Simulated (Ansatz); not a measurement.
H$_{10}$Si$_{5}$, charge +1, doublet, geometry from GFN2-xTB (a state made from the parent by changing its charge; the spin is typed, not shown lowest); BLYP/6-31G* (Ansatz, an electronic-structure program).

The Ansatz input:
Ansatz 0.2 input:
```yaml
crystal:
  periodic: [false, false, false]
  atoms:
    - {symbol: Si, position_ang: [0.82446069, 1.13111730, 1.47382956]}
    - {symbol: Si, position_ang: [1.91082162, -0.58695892, 0.19217550]}
    - {symbol: Si, position_ang: [0.23512630, -1.73658094, -1.01238863]}
    - {symbol: Si, position_ang: [-1.76213005, -0.48865856, -0.83135257]}
    - {symbol: Si, position_ang: [-1.20208739, 1.63120250, 0.14810444]}
    - {symbol: H, position_ang: [0.34054726, 0.70429964, 2.78855113]}
    - {symbol: H, position_ang: [1.50627382, 2.39621538, 1.74171356]}
    - {symbol: H, position_ang: [2.67542003, -1.34807890, 1.18094139]}
    - {symbol: H, position_ang: [2.88994674, 0.12526055, -0.63345913]}
    - {symbol: H, position_ang: [0.04845878, -3.07975288, -0.46014223]}
    - {symbol: H, position_ang: [0.62423593, -1.87293977, -2.41730747]}
    - {symbol: H, position_ang: [-2.77128127, -1.06103311, 0.06391467]}
    - {symbol: H, position_ang: [-2.45349808, -0.14427250, -2.07438411]}
    - {symbol: H, position_ang: [-0.79943115, 2.66650042, -0.80625575]}
    - {symbol: H, position_ang: [-2.14734844, 2.31210189, 1.03127161]}
basis:
  gaussian:
    orbitals: 6-31G*
hamiltonian:
  xc: blyp
total_charge: 1
magnetization: {spin_polarized: true, initial_magnetization: 1}
accuracy: high
```

Q: Write the output that Ansatz gives for this input, abridged.

A: 
```
Functional definition: BLYP
2656 factors; integrals over basis functions are off by at most 3.8e-9 eV
mean field evaluation 1: about -39536.1832 eV, gradient 1.5e1 eV
mean field evaluation 2: about -39533.6744 eV, gradient 2.0e1 eV
mean field evaluation 4: about -39538.3834 eV, gradient 3.9e0 eV
mean field evaluation 8: about -39538.5052 eV, gradient 4.0e-1 eV
mean field evaluation 16: about -39538.5068 eV, gradient 1.6e-4 eV
mean field evaluation 32: about -39536.3191 eV, gradient 6.8e0 eV
mean field -39538.50679038 eV, -1453.0133243839 hartree, gradient 4.3e-8 eV, S^2 0.752297; 6 other end points of the search recorded, 0 dependent functions left out
reference -39538.50687002 eV, -1453.0133273107 hartree; 40, 39 occupied and 75, 76 virtual orbitals, 2656 factors
Total energy: -39538.50687002 eV, -1453.0133273107 hartree
```
